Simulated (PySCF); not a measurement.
# Radial density of Hf⁺ (hafnium, charge +1)

wB97M-V, [Xe] 4f14 5d1 6s2, 2D determinant. Computed with PySCF 2.14 in x2c-TZVPPall, with scalar relativity by spin-free X2C-1e.

| r (bohr) | 4πr²ρ (e/bohr) | 4πr²(ρα − ρβ) |
| --- | --- | --- |
| 0.0141 | 99.00 | -0.0002 |
| 0.0238 | 86.06 | -0.0006 |
| 0.0400 | 110.4 | 0.0014 |
| 0.0673 | 127.4 | 0.0149 |
| 0.113 | 100.9 | 0.0347 |
| 0.190 | 111.3 | 0.0005 |
| 0.320 | 58.78 | 0.0324 |
| 0.538 | 60.95 | 0.0151 |
| 0.906 | 20.01 | 0.1056 |
| 1.52 | 7.187 | 0.4870 |
| 2.56 | 1.454 | 0.3176 |
| 4.31 | 0.3962 | 0.0587 |
| 7.25 | 0.004405 | 0.0001 |

Densities and radii are taken from the X2C orbitals without a picture-change correction, which distorts them close to the nucleus.

Spin-orbit coupling, absent here, splits the open shell strongly. ⟨S²⟩ = 0.91 against 0.75 shows spin contamination.
